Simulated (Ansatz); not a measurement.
C₂H₃ISi, SMILES `IC1=C[SiH2]1`, charge 0, multiplicity 1.

Problem. Give a relaxed structure at PBE0-D4/def2-TZVP (Ansatz 0.2.0). (Best estimate.)

Solution. The calculation gave: 
Z-matrix (Å, degrees):
```
Si
C 1 1.807
C 1 1.820 2 42.9
H 1 1.481 2 121.4 3 -104.0
H 1 1.481 2 121.4 3 104.0
I 2 2.062 1 155.4 3 -180.0
H 3 1.082 1 154.5 2 -180.0
```
Point group Cs.
